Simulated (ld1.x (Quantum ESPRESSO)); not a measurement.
**Which setting gave this result? (rubidium, TM)**

Base potential:

Rb (Z = 37), norm-conserving Troullier–Martins (Kleinman–Bylander form), made with ld1.x (Quantum ESPRESSO) 7.5 (PBEsol, scalar-relativistic). Core [Ar] 3d10, reference 4s2 4p6 5s1 5p0. Waves: 4s (bound): rc 1.75 bohr; 4d channel at 0.45 Ry: rc 1.55 bohr; 4p (bound): rc 1.65 bohr. Local part: the p channel. Core correction: none.

Occupied shells without a wave of their own: 5s. They enter only through the test configuration that unscreens the potential.

Cutoffs, loose and tight: the cutoffs (Ry, on a coarse ladder) from which the occupation-weighted sum of valence levels, in a spherical-Bessel basis at the reference potential, stays within 10 and 1 mRy of its value at 400 Ry. They do not see the model core or the augmentation charge, which bear on the density cutoff. Test errors are all-electron minus pseudo excitation energies from the reference, over the configurations 4s2 4p6 5s0 5p0; 4s2 4p6 5s0.5 5p0; 4s2 4p6 5s0 5p1; 4s2 4p5 5s1 5p0; 4s1 4p6 5s1 5p0; variants that change the core or the reference have their own tests.

Only the scale of all radii (base = 1) is moved:

```csv
scale of all radii (base = 1),"cutoff, loose","cutoff, tight",bound ghosts,largest test error (meV)
0.76,70 Ry,140 Ry,none,+4.1
0.86,55 Ry,90 Ry,d,-3.7
0.97,45 Ry,80 Ry,d,-13
1.18,30 Ry,45 Ry,none,-85
1.3,21 Ry,35 Ry,none,-2727
1.36,15 Ry,30 Ry,none,-2749
```

Q: One more run gave cutoff, loose: 35 Ry; cutoff, tight: 60 Ry; bound ghosts: d; largest test error (meV): -56. Which value of the scale of all radii (base = 1) was used?

A: 1.1. The loose cutoff moves one way along this sweep, from 70 Ry at 0.76 to 15 Ry at 1.36, which places the run between 0.97 and 1.18.
